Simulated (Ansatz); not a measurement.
Total energies of `O/C(Cl)=[CH]/[GaH2]`.

Z-matrix (Å, degrees):
```
C
Cl 1 1.741
C 1 1.333 2 123.8
O 1 1.339 2 112.5 3 180.0
Ga 3 1.931 1 127.4 2 0.0
H 3 1.088 1 112.9 2 180.0
H 4 0.963 1 109.9 2 0.0
H 5 1.568 3 117.2 1 180.0
H 5 1.565 3 121.1 1 -0.0
```

Charge 0, multiplicity 1. Correlated methods include outer-core shells of Ga, which these sets cover unevenly. Scalar relativity is left out up to krypton. Geometry: relaxed with PBE0-D4/def2-TZVP. It is one conformer, not always the lowest. Basis def2-TZVPP, the Gaussian-basis code of Ansatz.

RPA on PBE orbitals: Hartree–Fock energy of these orbitals -2535.63070 Eh, correlation -1.55094 Eh (frozen core).

| functional | energy without D4 (Eh) | D4 term (kJ/mol) |
| --- | --- | --- |
| LDA (SPW92) | -2533.16536 | – |
| PBE | -2538.27694 | -22.0 |
| BLYP | -2538.95636 | -48.5 |
| r2SCAN | -2538.81401 | -5.2 |
| B97M-V | -2538.43190 | – |
| PBE0 | -2538.35688 | -18.7 |
| B3LYP | -2539.00354 | -36.0 |
| r2SCANh | -2538.79199 | -5.6 |
| BHLYP | -2538.81849 | -28.9 |
| CAM-B3LYP | -2538.99928 | -19.1 |
| LC-ωPBE | -2538.45995 | – |
| ωB97X-V | -2538.64174 | – |
| B2PLYP | -2538.32136 | – |
| PBE-QIDH | -2537.91147 | – |

Problem. Give the same for revPBE, r2SCAN0, HSE06 (plane-wave form), ωB97M-V. (An estimate is asked.)

Solution. The calculation gave: 
```tsv
functional	energy without D4 (Eh)	D4 term (kJ/mol)
revPBE	-2538.66690	-64.3
r2SCAN0	-2538.76083	-6.2
HSE06 (plane-wave form)	-2538.34089	-17.5
ωB97M-V	-2538.75203	–
```

B3LYP takes the VWN-RPA correlation (the form of Gaussian; ORCA's B3LYP/G). HSE06 is the plane-wave form, built on full-range PBE exchange. The double hybrids freeze the cores in their second-order part.

LC-ωPBE has ω = 0.4 bohr⁻¹.
